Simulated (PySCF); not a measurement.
Spinor energies of Ta⁺ (tantalum, charge +1)

Start: [Xe] 4f14 5d3 6s1; 5d3/2 filled at m_j = -1/2, +1/2, +3/2; 6s1/2 filled at m_j = -1/2. Calculated with PySCF 2.14 in x2c-SVPall-2c with one added diffuse shell each of s, d type (8s9p10d2f, 99 functions): generalised Hartree-Fock with the X2C-1e Hamiltonian and a Gaussian nucleus; one run each with spin-orbit coupling (SO) switched off, then screened by Boettger's factors.

```tsv
spinor shell	electrons	ε, spin-free (eV)	ε, screened SO (eV)	weight of nominal j (screened SO)	rms radius, screened SO (bohr)
1s1/2	2	-67778.7	-67758.8	1.000	0.0212
2s1/2	2	-11791.0	-11784.6	1.000	0.0853
2p1/2	2	-10336.8	-11243.1	1.000	0.0726
3s1/2	2	-2767.9	-2765.7	1.000	0.218
3p1/2	2	-2327.8	-2525.1	1.000	0.210
3p3/2	4	-2327.8	-2245.4	1.000	0.225
3d3/2	4	-1808.6	-1843.5	1.000	0.199
3d5/2	6	-1808.6	-1783.1	1.000	0.203
4s1/2	2	-601.80	-600.97	1.000	0.488
4p1/2	2	-454.74	-500.40	1.000	0.497
4p3/2	4	-454.74	-435.35	1.000	0.530
4d3/2	4	-262.77	-269.71	1.000	0.557
4d5/2	6	-262.77	-257.29	1.000	0.569
5s1/2	2	-94.361	-94.105	1.000	1.19
5p1/2	2	-55.570	-62.915	0.945	1.37
5p3/2	4	-55.570	-52.098	0.971	1.41
4f5/2	6	-47.713	-48.441	0.990	0.706
4f7/2	8	-47.713	-46.356	0.992	0.705
5d3/2	3	-16.147	-16.213	0.706	2.25
6s1/2	1	-14.554	-14.480	1.000	3.36
```

Task: Where does 2p3/2 lie, and what is the 2p spin-orbit splitting (screened SO)?

Result: At -9966.5 eV, 1276.6 eV above 2p1/2.

| quantity | spin-free | screened SO |
| --- | --- | --- |
| E (hartree) | -15592.02353 | -15609.30343 |
| M_J | 1 | 1 |
| ⟨J²⟩ | 6.007 | 5.278 |
| ⟨L²⟩ | 12.005 | 11.901 |
| ⟨S²⟩ | 6.003 | 5.948 |

The determinant has a definite M_J but mixes levels of different J.

Each row is a mean over spinors that exchange with the open shell spreads, by up to 3.037 eV (5s1/2).

Rows whose weight is well below 1 are mixtures of j = l ± 1/2: exchange outweighs spin-orbit coupling there, and the label is only the starting occupation.

Breit and QED terms are absent; they matter most for the inner s and p1/2 levels.

Densities and radii are taken from the X2C orbitals without a picture-change correction, which distorts them close to the nucleus.

Without spin-orbit coupling the j labels of p, d and f shells carry no meaning; the spin-free column gives the mean over the occupied spinors of each nl shell.
